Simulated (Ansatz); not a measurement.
Molecule: C$_{4}$H$_{7}$Cl$_{2}$, charge 0, multiplicity 2. It need not be the lowest isomer of its formula. SMILES: [CH2][C@H](Cl)CCCl
Structure (B3LYP-D3(BJ)/def2-TZVP (Ansatz, a quantum-chemistry and plane-wave program) minimum search):
```xyz
13

C     -2.3795     0.6204     0.4787
C     -1.0468     0.2233     0.0467
C      0.0352     0.3705     1.1016
C      1.4299    -0.0173     0.6559
Cl     2.0258     1.0482    -0.6803
Cl    -1.1480    -1.6046    -0.4497
H     -3.1419     0.8525    -0.2503
H     -2.6736     0.5026     1.5130
H     -0.7544     0.6898    -0.8897
H     -0.2274    -0.2409     1.9700
H      0.0376     1.4144     1.4271
H      1.4624    -1.0333     0.2741
H      2.1423     0.0921     1.4688
```
Charge 0, spin multiplicity 2.

Parts of the frozen-core correlation energy in cc-pwCVTZ (Ansatz, hartree). Frozen orbitals: 14; correlated occupied orbitals by spin: 19 and 18; virtual: 355 and 356. Open shells are spin-unrestricted. No spin-orbit coupling. Non-relativistic.

```json
[
 {"term": "reference (HF)", "value": "-1074.60455"},
 {"term": "MP2 opposite-spin", "value": "-0.80267"},
 {"term": "MP2 same-spin", "value": "-0.25128"},
 {"term": "CCSD correlation", "value": "-1.12149"},
 {"term": "(T)", "value": "-0.04937"},
 {"term": "T1 diagnostic", "value": "0.012"},
 {"term": "largest doubles amplitude", "value": "0.020"},
 {"term": "<S^2> of the reference", "value": "0.771"}
]
```
